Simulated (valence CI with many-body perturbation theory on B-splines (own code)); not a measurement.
Values are calculated unless marked as measured or tabulated.
**Ag⁸⁺: magnetic and hyperfine properties of the levels**

Method: valence CI with perturbative core correlation (CI+MBPT): three valence electrons over a frozen Dirac-Fock core [Kr], a basis of 9 s, 9 p, 10 d, 8 f, 5 g, 3 h, 1 i functions for each j, with the one-electron correlation potential Σ1, the two-electron term Σ2, the three-electron term Σ3, Breit, model QED; selected CI, second order for the rest, scaled by the run's own slope (own B-spline code, finite nucleus).

No measured levels were compared; by estimate terms of the open shell hold to 2 to 4 % of their energy, and close levels can change places; different configurations can be misplaced against each other by 1,000 to 8,000 cm⁻¹. Core correlation moves these levels by up to 15000 cm⁻¹, and in measured spectra 5 to 20 % of such shifts remained as error; rates that hang on mixing are uncertain with them. The list stops below the first excitations out of the core. Only levels of the ground parity were solved; by the run's estimate the other parity begins above the list, which can be wrong where configurations are misplaced.

A/g_I is the dipole constant over the nuclear g factor μ/I (μ in nuclear magnetons, uniformly magnetised nucleus), B/Q the quadrupole constant per barn. Both hold the static response of the core; the bare values leave it out. Large factors of s and p1/2 electrons are usually good to 5 to 10 %; those of open d and f shells near neutrality can be off by tens of per cent, and small factors of p3/2, d and f electrons come from cancelling terms and can be off by a factor of two or in sign, in half-filled shells by more. B is blank for J = 1/2, where it vanishes, and for nearly pure S terms. Energies count from the lowest level.

Names give the largest LS component (configuration and term), which can be under half, so a name can repeat, a term be missing and a line seem to break the LS rules; names also repeat where a configuration has a term twice. Letters in brackets count levels of one name in rising energy.

```
         Level  E (eV)      g  A/g_I (MHz)  A/g_I bare  B/Q (MHz/b)  B/Q bare
    4d³ ⁴F_3/2   0.000  0.418         2480        1960         -549      -505
    4d³ ⁴F_5/2   0.385  1.031         1170        1170         -507      -472
    4d³ ⁴F_7/2   0.810  1.229          798         973         -621      -582
    4d³ ⁴F_9/2   1.225  1.312          719         968         -787      -740
    4d³ ⁴P_3/2   2.235  1.562          496         973         -986      -914
    4d³ ⁴P_1/2   2.330  2.409        -2290       -1120                       
    4d³ ²G_7/2   2.729  0.900         1490        1390          794       736
    4d³ ²G_9/2   2.850  1.033         1250        1260         1770      1640
    4d³ ⁴P_5/2   2.900  1.587         -119         356         1300      1200
4d³ ²D_3/2 [a]   3.431  1.132         1120        1220        -1330     -1230
    4d³ ²P_1/2   3.636  0.927          172        36.6                       
   4d³ ²H_11/2   3.820  1.090         1110        1170         2910      2690
    4d³ ²H_9/2   3.951  1.007         1060        1040         1470      1360
4d³ ²D_5/2 [a]   4.205  1.206          878        1030         -847      -784
    4d³ ²P_3/2   4.616  1.152          872         977          159       152
    4d³ ²F_7/2   5.536  1.139         1060        1160          842       781
    4d³ ²F_5/2   5.609  0.870         1260        1120         1380      1270
4d³ ²D_5/2 [b]   8.615  1.191          750         889         1730      1600
4d³ ²D_3/2 [b]   8.668  0.800         2070        1890         1720      1590
  4d²5s ⁴F_3/2  40.849  0.413        -3670       -3380          409       382
  4d²5s ⁴F_5/2  41.111  1.021         5030        4610          396       366
  4d²5s ⁴F_7/2  41.623  1.234         4700        4410          655       602
  4d²5s ⁴F_9/2  42.189  1.329         4320        4120         1080       988
  4d²5s ²F_5/2  42.326  0.891          107         177          753       702
  4d²5s ²F_7/2  43.175  1.133        -1620       -1230         1140      1060
  4d²5s ⁴P_1/2  43.265  2.627        21600       20100
```

Task: Take the isotope of mass number 107, with I = 1/2, μ = -0.11352 μN. What is the hyperfine structure of 4d³ ⁴F_9/2?

Result: From the table A = -163 MHz. Shifts from the centre of gravity in MHz: F = 4: 448, F = 5: -367.
